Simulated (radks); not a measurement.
The tin ion Sn12+ is in [Kr] 4d(3/2: 2, 5/2: 0). All-electron calculation, Dirac Kohn-Sham, PBE, spin-unpolarised, spherical densities, finite nucleus; Fermi nuclear charge, rms radius of each element as measured or else 0.836 A^(1/3) + 0.57 fm. Program: a radial shooting solver on a logarithmic mesh with Libxc functionals. Sub-shells are occupied by j as written (lower j first in brackets). One electron is removed from 4p3/2, 4p1/2, 4s1/2, 4d3/2 in turn, with full relaxation. Which removal costs least, and what does each cost?

Answer. 4d3/2 257.84 eV; 4p3/2 326.93 eV; 4p1/2 336.51 eV; 4s1/2 378.30 eV. The 4d3/2 electron leaves first.
